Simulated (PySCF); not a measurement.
Species: C7H9 (doublet state).
Geometry (GFN2-xTB, Å), atoms numbered from 1 in this order:
```xyz
16
C7H9 angstrom
C      2.3641    0.3686   -0.4616
C      1.0891    0.1037   -0.0603
C      0.5362   -1.1476    0.1935
C     -0.8806   -1.0509    0.5188
C     -1.7530   -0.4354   -0.5659
C     -1.2164    0.4256    0.5262
C      0.0571    1.1827    0.2068
H      3.0709   -0.4248   -0.6240
H      2.7039    1.3756   -0.6214
H      1.0757   -2.0761    0.1532
H     -1.3331   -1.7729    1.1834
H     -1.3292   -0.3371   -1.5540
H     -2.8028   -0.6872   -0.5542
H     -1.8967    0.8465    1.2520
H     -0.0631    1.8395   -0.6568
H      0.3703    1.7985    1.0527
```

The hyperfine couplings belong to this conformer and change with its torsions.

The species is `C1(C[C@@H]2[C@H](C=1)C2)[CH2]` [radical].

Method used: UKS B3LYP, pcH-1 on C H, non-relativistic, mean-field spin-orbit, GIAO in PySCF 2.14.0. One conformer (not necessarily the lowest) at the GFN2-xTB geometry, without solvent, vibrations or thermal averaging. The geometry wasn't refined by DFT: couplings that depend on bond lengths, twists or pyramidal angles can differ widely from those at the functional's own minimum. No stability test was run, so a lower SCF solution isn't excluded. ⟨S²⟩ is 0.775 where a pure state has 0.75.

Principal values of hyperfine tensors in MHz (contact and dipolar terms together), for some of the nuclei:

```
atom  isotope      A1      A2      A3
  C3      13C    3.33    4.37  157.67
  C5      13C   46.66   46.99   67.70
  C1      13C    1.91    3.57  142.59
  C2      13C  -72.50  -33.80  -27.88
 H10       1H  -63.08  -41.78  -16.63
  H9       1H  -61.55  -38.46  -15.03
  H8       1H  -56.38  -37.87  -15.21
 H11       1H   15.89   17.21   23.82
```

Split each tensor into its isotropic and traceless parts, and turn a_iso into mT with g = 2.0026.

a_iso is a third of the trace, T = A − a_iso, and a(mT) = a(MHz)/(g × 13.996).

```tsv
atom	a_iso (MHz)	a_iso (mT)	T1	T2	T3
C3	55.12	1.967	-51.79	-50.76	102.55
C5	53.79	1.919	-7.12	-6.79	13.92
C1	49.36	1.761	-47.45	-45.79	93.24
C2	-44.73	-1.596	-27.78	10.93	16.85
H10	-40.50	-1.445	-22.59	-1.28	23.86
H9	-38.35	-1.368	-23.21	-0.11	23.32
H8	-36.48	-1.302	-19.89	-1.38	21.28
H11	18.97	0.677	-3.09	-1.76	4.85
```

What spin density at the nucleus of C3 lies behind its contact coupling (g_N = 1.40482)?

a_FC = (2μ0/3) gₑ μB g_N μN ρ(0)/(2S·h) = 800.24 MHz × g_N × ρ(0)/(2S), with ρ in bohr⁻³. With a_FC = 55.12 MHz and 2S = 1, ρ(0) = 0.04903 bohr⁻³.

C4 (13C, g_N = 1.40482) isn't in the table. Its spin density at the nucleus is -0.02206 bohr⁻³. What is its contact coupling?

By the same relation, a_FC = -24.8 MHz. Its full tensor has the principal values -26.34, -24.40, -23.66 MHz.

Name the largest traceless tensor T of the table and describe it.

C3: -51.8, -50.8, 102.5 MHz, axial, in the ratio −1:−1:+2, the form that spin in one p orbital centred on that nucleus gives.

What first-order splitting does C3 cause when the field lies along A1, A2 or A3 of its tensor (g taken as isotropic, no quadrupole term)?

2 lines (I = 1/2), spaced by |A_i|/(g × 13.996): 0.12, 0.16, 5.63 mT along the axes of A1, A2 and A3.
